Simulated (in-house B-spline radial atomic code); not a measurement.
Configurations of the antimony ion Sb⁺, with energies counted from [Kr] 4d10 5s2 5p2. Level of theory: scalar-relativistic (X2C) Hartree-Fock with fractional occupations, spin-polarised, spherical fractional occupations, Fermi nucleus of rms radius 4.6802 fm; calculated with an all-electron radial atomic-structure program (B-spline basis). Shells without spins written out take the highest spin.

Caution: exact exchange at fractional occupations of open shells leaves self-interaction of up to several eV.

Occupations are held fixed; configurations that lie above the ionisation limit could autoionise.

```tsv
configuration	E - E(ref) (eV)	highest orbital	its <r> (bohr)
[Kr] 4d10 4f1 5s2 5p1	13.717	4f up	10.74
[Kr] 4d10 5s(0 up, 1 down) 5p(1 up, 1 down) 6d(1 up, 0 down)	25.225	6d up	11.52
[Ar] 3d10 4s2 4p5 4d10 5s2 5p2 6s1	128.1	6s up	5.23
[Ar] 3d(5 up, 4 down) 4s2 4p6 4d10 5s2 5p(2 up, 1 down)	567.37	5p down	2.686
[Ar] 3d9 4s2 4p6 4d10 5s2 5p2 6d1	578.01	6d up	10.82
[Ar] 3d9 4s2 4p6 4d10 4f1 5s2 5p2	578.45	4f up	10.65
[Ar] 3d9 4s2 4p6 4d10 5s2 5p2 6f1	579.72	6f up	26.59
```

Q: Order these further configurations by energy, lowest first.
A. [Kr] 4d10 5s2 5p1 6s1
B. [Kr] 4d9 5s2 5p2 6f1
C. [Ar] 3d10 4s2 4p5 4d10 5s2 5p2 5f1
D. [Ar] 3d10 4s2 4p5 4d10 5s2 5p2 5d1
E. [Kr] 4d10 5s2 5p(1 up, 1 down)

A: E (3.5811 eV), A (8.3759 eV), B (57.253 eV), D (130.85 eV), C (134.58 eV).

Q: How far above the reference does [Ar] 3d(4 up, 5 down) 4s2 4p6 4d10 5s2 5p(1 up, 1 down) 6d(1 up, 0 down) lie?

A: 582.23 eV; its least bound orbital is 6d up with <r> = 11.14 bohr.

Q: How far above the reference does [Kr] 4d(5 up, 4 down) 5s2 5p(1 up, 1 down) 5d(0 up, 1 down) lie?

A: 57.639 eV; its least bound orbital is 5d down with <r> = 5.371 bohr.

Q: How far above the reference does [Kr] 4d9 5s2 5p2 6p1 lie?

A: 53.369 eV; its least bound orbital is 6p up with <r> = 6.975 bohr.
